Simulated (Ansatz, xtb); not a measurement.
# Relaxing a trial structure of C2H2FSe−

The starting geometry of this gas-phase singlet was built from a drawn formula by distance geometry and a force field; its bonds are those of `[CH][C@H](F)[Se-]`.

```xyz
6

C    -0.8768   -0.2997    1.3770
C     0.5183   -0.5554    0.8320
F     1.0990   -1.7096    1.3700
Se    1.6778    0.9676    1.3280
H    -1.3320    0.5542    0.8840
H     0.5171   -0.6538   -0.2945
```

Predict what it relaxes into with r2SCAN-D4/def2-SVPD.

It rearranges to `F[C@H]1[CH-][Se]1`. Contacts that close: C1–Se4 (2.85 → 2.13 Å).

The energy falls by 1.06 eV over 11 steps:

| step | E − E(last) (eV) |
| --- | --- |
| 1 | 1.055 |
| 2 | 0.514 |
| 3 | 0.137 |
| 4 | 0.083 |
| 5 | 0.033 |
| 7 | 0.004 |
| 8 | 0.000 |
| 9 | 0.000 |
| 10 | 0.000 |
| 11 | 0.000 |

Final geometry (Å):

```tsv
atom	x (Å)	y (Å)	z (Å)
C	-0.5589	-0.0343	1.5284
C	0.4744	-0.6532	0.7622
F	1.0753	-1.8261	1.2756
Se	1.2832	1.0347	1.4443
H	-1.1843	0.5450	0.8208
H	0.5136	-0.7628	-0.3350
```

From the same start GFN2-xTB reaches the same bonding as this run.

No frequencies were run, so the end isn't proven a minimum. Run with Ansatz 0.2.0, 29 s on 2 threads of Arm Neoverse V1 (shared host).
